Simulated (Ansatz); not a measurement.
## Two structures, one formula

The two ends of one reaction step of SiNH₆OF, singlet (PBE0-D4/def2-TZVP).

A:

```
10
angstrom
Si -0.8874 0.0423 0.5302
F 2.2076 -0.5529 -0.1188
H -1.3279 -1.3695 0.6596
H -2.0316 0.9720 0.6662
O 0.2093 0.5120 1.6401
H 1.4006 -0.3373 -0.6076
N -0.1298 0.1040 -1.0558
H 1.0983 0.1571 1.5102
H -0.4928 -0.5458 -1.7412
H -0.0463 1.0180 -1.4830
```

B:

```xyz
10
angstrom
Si -0.0182 0.1381 0.9292
F 1.4810 0.3854 0.4096
H -0.3850 -1.2756 0.6939
H -0.9496 1.1825 0.4754
O 0.0124 0.3877 2.5576
H 0.4685 -0.8533 -2.0375
N -0.1874 -0.1311 -1.7657
H 0.5174 -0.2238 3.0947
H -1.0805 -0.3488 -2.1906
H 0.1411 0.7391 -2.1666
```

Ansatz 0.2.0; basis: def2-TZVPP; cores frozen in the correlated methods. B3LYP uses VWN-RPA correlation.

(1) Which structure is lower at CCSD(T), and by how much? (Judge from chemistry; the value comes from the calculation.)

No T1 diagnostic of these runs exceeds 0.011.

Results:

(1) By the calculation: B, by 57.7 kJ/mol (electronic energy, against the other). By their contacts, A is a complex of SiNH₅O ([NH2][SiH2][OH]) + HF and B is a complex of SiH₃OF ([OH][SiH2][F]) + NH₃.

All methods give the same order:

```tsv
method	E(B) − E(A) (kJ/mol)
SPW92	-30.4
PBE-D4	-44.9
BLYP-D4	-51.8
r2SCAN-D4	-53.8
B97M-V	-63.9
PBE0-D4	-48.9
B3LYP-D4	-54.6
r2SCAN0-D4	-55.1
BHLYP-D4	-61.0
CAM-B3LYP-D4	-54.7
wB97X-V	-56.8
wB97M-V	-58.7
B2PLYP	-57.6
PBE-QIDH	-53.5
RPA on PBE	-60.6
HF	-77.8
MP2	-55.1
CCSD	-61.1
CCSD(T)	-57.7
```

Labels in which every atom is bracketed show which atoms are joined, not bond orders.

For scale, one of the runs: CCSD(T)/def2-TZVPP, 219 basis functions (an equivalent command: `ansatz run in.yaml --threads 4`). Time: 68 s of wall clock on 4 CPU threads; the host was shared. Peak host memory: 3.4 GiB.
